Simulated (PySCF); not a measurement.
A PySCF script (with the pyscf-properties extension) for the NMR shieldings of `InChI=1S/C4H15NOSi3/c1-4(2)8-5(7)9-6-3/h1,8-9H2,2-3,7H3`, on a GFN2-xTB geometry:

```python
import basis_set_exchange as bse
import numpy as np
from pyscf import gto, dft
from pyscf.prop import nmr

atoms = """
C    -3.198771   -0.360332    1.030136
C    -2.330171   -0.236204    0.038229
C    -2.643526   -0.756196   -1.330985
Si   -0.671911    0.639291    0.255694
N     0.620714   -0.535570    0.142692
Si    0.445965   -2.262724    0.117630
Si    2.232800    0.063516    0.006034
O     2.013735    1.650651    0.225942
C     3.010449    2.622715    0.216290
H    -2.989745    0.021031    2.015285
H    -4.156301   -0.847252    0.906995
H    -1.857053   -1.434856   -1.658991
H    -2.684596    0.070289   -2.040072
H    -3.597060   -1.282530   -1.351164
H    -0.548963    1.610231   -0.839552
H    -0.622620    1.286663    1.570653
H     0.609990   -2.738754   -1.262052
H    -0.871601   -2.596847    0.646321
H     1.501810   -2.849284    0.942992
H     3.103265   -0.489342    1.047769
H     2.805747   -0.218355   -1.316281
H     3.802820    2.376735    0.926571
H     2.558751    3.575188    0.495429
H     3.454538    2.711700   -0.778009
"""
names = dict.fromkeys(["C", "Si", "N", "O", "H"], "pcSseg-1")
basis = {el: gto.basis.parse(bse.get_basis(n, elements=[el], fmt="nwchem")) for el, n in names.items()}
mol = gto.M(atom=atoms, basis=basis, charge=0, verbose=0)
mf = dft.RKS(mol, xc="PBE0")
mf.grids.level = 2
mf.grids.alignment = dft.numint.BLKSIZE   # the property module wants whole blocks of grid points
mf.conv_tol = 1e-9
mf.kernel()

calc = nmr.RKS(mf)   # GIAO
C = mf.mo_coeff
Co = C[:, mf.mo_occ > 0]
resp = mf.gen_response(singlet=True, hermi=2)
def vind(x):   # induced exchange potential for any number of trial vectors
    d = np.einsum("pi,xij,qj->xpq", C, 2 * x.reshape(-1, C.shape[1], Co.shape[1]), Co, optimize=True)
    return np.einsum("xpq,pi,qj->xij", resp(d - d.transpose(0, 2, 1)), C, Co, optimize=True).ravel()
mo1, _ = nmr.rhf.solve_mo1(calc, with_cphf=vind)
sigma = calc.kernel(mo1)
for i, s in enumerate(sigma):   # ppm
    w = np.linalg.eigvalsh((s + s.T) / 2)
    print("%2d %-2s iso %8.1f  s11 %8.1f  s22 %8.1f  s33 %8.1f" % (i, mol.atom_pure_symbol(i), w.mean(), *w))
```

Q: Give the expected output.

A: 
```
 0 C  iso     49.3  s11    -65.3  s22     68.2  s33    144.9
 1 C  iso     34.4  s11    -82.3  s22      7.6  s33    177.9
 2 C  iso    159.4  s11    144.6  s22    149.8  s33    184.0
 3 Si iso    380.3  s11    357.1  s22    386.2  s33    397.7
 4 N  iso    266.4  s11    237.5  s22    271.8  s33    289.8
 5 Si iso    413.6  s11    372.9  s22    392.5  s33    475.5
 6 Si iso    370.2  s11    338.5  s22    348.8  s33    423.5
 7 O  iso    329.3  s11    298.1  s22    327.3  s33    362.4
 8 C  iso    135.1  s11    107.2  s22    111.8  s33    186.4
 9 H  iso     25.9  s11     22.5  s22     24.6  s33     30.8
10 H  iso     25.5  s11     22.0  s22     25.2  s33     29.3
11 H  iso     29.6  s11     25.1  s22     30.4  s33     33.2
12 H  iso     29.5  s11     25.6  s22     28.0  s33     35.0
13 H  iso     29.7  s11     26.4  s22     27.9  s33     34.9
14 H  iso     26.6  s11     22.7  s22     26.8  s33     30.4
15 H  iso     26.8  s11     22.5  s22     26.2  s33     31.8
16 H  iso     27.1  s11     23.7  s22     24.6  s33     32.9
17 H  iso     27.0  s11     22.7  s22     27.8  s33     30.5
18 H  iso     27.2  s11     23.5  s22     25.3  s33     32.7
19 H  iso     26.6  s11     23.2  s22     25.0  s33     31.5
20 H  iso     26.5  s11     23.0  s22     24.9  s33     31.6
21 H  iso     27.9  s11     23.6  s22     25.5  s33     34.7
22 H  iso     27.6  s11     23.1  s22     25.5  s33     34.2
23 H  iso     27.9  s11     23.5  s22     25.5  s33     34.7
```

These numbers come from an equivalent density-fitted implementation of the same equations, which agrees with the script to about 0.01 ppm for H and up to a few tenths of a ppm for heavy atoms, so last digits may differ.

Q: Turn these shieldings into chemical shifts. Referencing at the same level of theory: ¹³C (186.93 ppm), ²⁹Si (349.16 ppm), ¹H (31.72 ppm) vs TMS; ¹⁵N (267.73 ppm) vs NH3; ¹⁷O (336.08 ppm) against H2O.

A: Averaging equivalent atoms: C 1: 152.5; C 0: 137.7; C 8: 51.8; C 2: 27.5; Si 6: -21.1; Si 3: -31.1; Si 5: -64.5; N 4: 1.4; O 7: 6.8; H 10: 6.19; H 9: 5.77; H 19/20: 5.19; H 14/15: 5.00; H 16/17/18: 4.62; H 21/22/23: 3.90; H 11/12/13: 2.12 ppm. Experimental scales use liquid or dissolved standards, which lie at an offset from isolated NH3 (liquid NH3: subtract about 20 ppm) and H2O (liquid H2O: subtract about 36 ppm).

Size and cost of the density-fitted run: 249 basis functions, 95 s wall time on 1 thread of an Intel Xeon Platinum 8259CL, shared host; peak memory 1.2 GiB.
